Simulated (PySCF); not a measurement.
C4H9, SMILES [CH2]C(C)C, multiplicity 2.

Geometry: B3LYP-D3(BJ)/def2-SVP. A frequency run showed that this geometry is not a minimum. The isomer is the one that the SMILES or the coordinates give; other isomers of the formula were not compared.

All values below come from PySCF with ωB97X/def2-TZVP.

```yaml
total_energy: -157.79455 hartree
point_group: Cs
"α spin, highest occupied and lowest empty level": -8.27 and 3.24 eV
"β spin, highest occupied and lowest empty level": -11.56 and 0.70 eV
dipole_moment: 0.25 D
quadrupole, principal values (traceless, Buckingham form, about the centre of nuclear charge): -1.53, 0.02, 1.51 D·Å
mean_static_polarisability: 50.0 bohr³ (7.41 Å³)
polarisability_principal_values: 46.5, 50.2, 53.3 bohr³
"⟨S²⟩": 0.755 (pure state 0.75)
```
